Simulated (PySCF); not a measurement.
tetrasiletane (H8Si4), SMILES [SiH2]1[SiH2][SiH2][SiH2]1.

Geometry: PBE0-D3(BJ)/def2-SVP.

Two levels are set side by side: PBE/def2-TZVP (PySCF) and HF/def2-TZVP (PySCF). Same geometry, gas phase. Differences are taken from unrounded values.

| quantity | HF |
|---|---|
| orbital gap (eV) | 11.86 |
| highest occupied level (eV) | -9.50 |
| lowest empty level (eV) | 2.36 |
| mean polarisability (bohr³) | 111.7 |

What does PBE give, and how far is it from HF? (Estimate from the structure and the level; the computed values follow.)


```json
[
 {"quantity": "orbital gap (eV)", "PBE": "4.61", "PBE minus HF": "-7.25"},
 {"quantity": "highest occupied level (eV)", "PBE": "-6.45", "PBE minus HF": "3.05"},
 {"quantity": "lowest empty level (eV)", "PBE": "-1.84", "PBE minus HF": "-4.20"},
 {"quantity": "mean polarisability (bohr³)", "PBE": "122.9", "PBE minus HF": "11.2"}
]
```

Without exact exchange PBE keeps part of each electron's self-repulsion, which lifts occupied levels and narrows the gap. Loosely held outer electrons make PBE densities more polarisable. Differences between two approximate levels are no errors against the true value.

Rough cost on one machine, each run with all the roots and properties that it gave: HF against PBE about 1/3.
